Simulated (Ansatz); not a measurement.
**How methods differ on SiHCl3 (trichlorosilane)**

SiHCl3: 5 atoms, total charge 0, spin state singlet. SMILES: `Cl[SiH](Cl)Cl`. The coordinates come from a PBE0-D4/def2-TZVP relaxation.

```xyz
5

Cl    1.6909   -0.5714    0.8919
Si   -0.0813   -0.0127    0.0754
Cl    0.0177    1.9337   -0.4913
Cl   -0.4760   -1.1705   -1.5442
H    -1.1513   -0.1791    1.0681
```

Each level gives the energy change with the Si2–Cl4 bond stretched from 2.030 to 2.537 Å (eV). The values are calculated.

```csv
level,kind,program,value (eV),less FCI/STO-3G
HF/STO-3G (restricted),Hartree–Fock,Ansatz,1.56,+0.40
PBE/STO-3G (restricted),GGA,Ansatz,0.99,-0.17
r2SCAN/STO-3G (restricted),meta-GGA,Ansatz,1.09,-0.07
BHLYP/STO-3G (restricted),global hybrid,Ansatz,1.33,+0.17
CAM-B3LYP/STO-3G (restricted),range-separated hybrid,Ansatz,1.26,+0.10
B2PLYP/STO-3G (restricted),double hybrid,Ansatz,1.19,+0.03
RPA@PBE/STO-3G (restricted),RPA,Ansatz,0.96,-0.20
MP2/STO-3G (restricted),perturbation theory,Ansatz,1.31,+0.15
CCSD(T)/STO-3G (restricted),coupled cluster or CI,Ansatz,1.16,0.00
FCI/STO-3G,exact in the basis,Ansatz,1.16,0.00
```

FCI/STO-3G is exact within its basis and frozen core, so for wave-function methods in that basis the difference is their error; functionals converge differently with the basis, so for them it is only a difference. The first shape isn't each level's own minimum. The values span 0.96 to 1.56 eV. All rows use very small basis sets, so none should be taken for the real molecule's value.
